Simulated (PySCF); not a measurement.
Ranking problems on computed properties.

Each SMILES stands for a single optimised conformer of the isolated species, non-relativistic unless stated. Electronic properties by PySCF.

The conformers computed, where there is a choice (atom-mapped SMILES and torsion angles):
- `[CH:1]#[C:2][CH2:3][P:4]([CH2:5][SiH3:6])[CH2:7][C:8]([CH3:9])=[O:10]`: C2–C3–P4–C5 -171°, C3–P4–C5–Si6 166°, C3–P4–C7–C8 -46°, P4–C7–C8–C9 109°
- `[CH3:1][O:2][C:3](=[O:4])[c:5]1[cH:6][cH:7][cH:8][cH:9][cH:10]1`: C1–O2–C3–O4 0°, O2–C3–C5–C6 180°
- `[CH2:1]=[C:2]=[C:3]([C:4]#[C:5][CH2:6][CH3:7])[C:8](=[O:9])[OH:10]`: C2–C3–C8–O9 0°, H–O10–C8–C3 180°
- `[CH3:1][CH:2]([CH3:3])[O:4][Si@H:5]([O:6][SiH3:7])[SiH2:8][Cl:9]`: C1–C2–O4–Si5 110°, C2–O4–Si5–O6 -51°, O4–Si5–O6–Si7 -78°, O4–Si5–Si8–Cl9 -177°
- `[CH3:1][CH2:2][P@@:3]1(=[S:4])[CH2:5][C@H:6]([CH3:7])[C@H:8]1[CH3:9]`: C1–C2–P3–S4 -55°
- `[CH:1]#[C:2][c:3]1[cH:4][n:5][n:6]([SiH:7]([CH3:8])[CH3:9])[n:10]1`: N5–N6–Si7–C8 -120°
- `[CH3:1][O:2][CH2:3][P:4]([CH3:5])[n:6]1[cH:7][cH:8][cH:9][cH:10]1`: C1–O2–C3–P4 -173°, O2–C3–P4–C5 -68°, C3–P4–N6–C7 55°
- `[O:1]=[c:2]1[cH:3][cH:4][cH:5][c:6]([CH2:7][OH:8])[cH:9][cH:10]1`: C5–C6–C7–O8 -16°, H–O8–C7–C6 -64°
- `[CH3:1][N:2]([CH3:3])[SiH2:4][O:5][SiH2:6][O:7][SiH3:8]`: C1–N2–Si4–O5 37°, N2–Si4–O5–Si6 46°, Si4–O5–Si6–O7 -87°

The conformers of `CN1C=CN(C)P1(=N)P` aren't listed.

Question: Rank by HOMO energy, lowest first (PBE0/pcSseg-1 at GFN2-xTB geometries).
A. `N1(P(N(C)C=C1)(=N)P)C`
B. `COC(=O)c1ccccc1`
C. `CC(C)O[Si@H](O[SiH3])[SiH2]Cl`
D. `C#CCP(C[SiH3])CC(C)=O`
E. `C=C=C(C#CCC)C(=O)O`

Answer: C (-7.82 eV), B (-7.62 eV), E (-6.89 eV), D (-6.75 eV), A (-5.25 eV).

Question: By how much do the two ends of that ranking differ?

Answer: By 2.57 eV, between `CN1C=CN(C)P1(=N)P` and `CC(C)O[Si@H](O[SiH3])[SiH2]Cl`.

Question: Rank by smallest rotational constant, highest first (GFN2-xTB).
A. `C#CC=C=CC#N`
B. `COC(=O)C1=CC=CC=C1`
C. `CC(C)O[Si@H](O[SiH3])[SiH2]Cl`
D. `CCC#CC(=C=C)C(=O)O`
E. `C#Cc1cnn([SiH](C)C)n1`
F. `[P@@]1(=S)([C@@H]([C@H](C1)C)C)CC`

Answer: A (1.091 GHz), F (0.764 GHz), B (0.690 GHz), E (0.597 GHz), D (0.546 GHz), C (0.365 GHz).

Question: Rank by dipole moment, highest first (PBE0/pcSseg-1 at GFN2-xTB geometries).
A. `[SiH3]O[Si@H]([SiH2]Cl)OC(C)C`
B. `C#CCP(C[SiH3])CC(C)=O`
C. `c1cn(P(C)COC)cc1`
D. `C#CC=C=CC#N`
E. `C=C=C(C#CCC)C(=O)O`
F. `CC[P@@]1(=S)C[C@H](C)[C@H]1C`
G. `COC(=O)c1ccccc1`
H. `C#Cc1cnn([SiH](C)C)n1`

Answer: F (4.83 D), D (4.01 D), A (3.01 D), C (2.26 D), E (2.10 D), G (1.93 D), B (1.72 D), H (1.17 D).

Question: By how much do the two ends of that ranking differ?

Answer: By 3.66 D, between `CC[P@@]1(=S)C[C@H](C)[C@H]1C` and `C#Cc1cnn([SiH](C)C)n1`.

Question: Rank by HOMO–LUMO gap, lowest first (PBE0/pcSseg-1 at GFN2-xTB geometries).
A. `CN1C=CN(C)P1(=N)P`
B. `C#Cc1cnn([SiH](C)C)n1`
C. `O=C1C=CC=C(CO)C=C1`
D. `CN(C)[SiH2]O[SiH2]O[SiH3]`
E. `COC(=O)c1ccccc1`

Answer: C (4.60 eV), A (5.61 eV), E (6.26 eV), B (6.45 eV), D (6.76 eV).
